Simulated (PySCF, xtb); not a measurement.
CH4O3, SMILES OC(O)O.

GFN2-xTB (xtb 6.7.1) at its own geometry gives an orbital gap of 13.16 eV and a dipole moment of 1.81 D.

The structure is a stationary point at r2SCAN-D4/def2-SVP. The values are those of a single conformer.

### Question
What does PBE/def2-TZVPD (PySCF) give? (An estimate is asked for; the answer gives what the named calculation found.)

### Answer
gap 6.17 eV (levels -6.86 and -0.70 eV), dipole 1.38 D.
